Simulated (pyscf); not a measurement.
O=Sn=O (SMILES [O]=[Sn]=[O]), singlet

Gas-phase minimum from PySCF at ωB97X-D3(BJ)/def2-SVP, one conformer. 

SMILES: [O]=[Sn]=[O]
```xyz
3

O      1.1622    -1.3656    -0.5963
Sn     0.3115     0.2377    -0.5928
O     -0.5393     1.8409    -0.5894
```
Charge 0, spin multiplicity 1.

Bonds (Å): O1–Sn2 1.815, Sn2–O3 1.815. Bond angles (°): O1–Sn2–O3 180.0.

Properties at ωB97X-D3(BJ)/def2-SVP:

* **Harmonic wavenumbers, unscaled**: 162, 162, 808, 915 cm⁻¹
* **Zero-point energy**: 2.9 kcal/mol
* **Rotational symmetry number**: 2
* **Entropy of this conformer at 298 K and 1 atm, rigid rotor and harmonic oscillator, modes under 100 cm⁻¹ raised to 100**: 256.0 J/(mol K)
* **Dipole moment**: 0.00 D

Single-point totals, which compare only within one level (frozen core for MP2 and CC):

```
level                   total energy (hartree)
----------------------  ----------------------
ωB97X-D3(BJ)/def2-TZVP              -364.81426
PBE/def2-TZVP                       -364.60760
r²SCAN/def2-TZVP                    -364.75453
B3LYP-D3(BJ)/def2-TZVP              -364.81453
PBE0-D3(BJ)/def2-TZVP               -364.58239
M06-2X/def2-TZVP                    -364.60646
ωB97M-D3(BJ)/def2-TZVP              -364.80015
HF/def2-TZVPP                       -363.02120
MP2/def2-TZVPP                      -363.84349
CCSD/def2-TZVPP                     -363.80612
CCSD(T)/def2-TZVPP                  -363.84817
```

The CCSD(T) − MP2 part came from Ansatz, without density fitting, on the same reference. The largest closed-shell T1 diagnostic is 0.031, which may signal static correlation. The frozen core leaves the outer d or s,p core shells of the metals and heavy elements correlated in the MP2 and CC values, and def2-TZVPP describes them poorly, so these totals are far from the basis limit. Elements past Kr carry the def2 core potentials, without spin-orbit coupling.
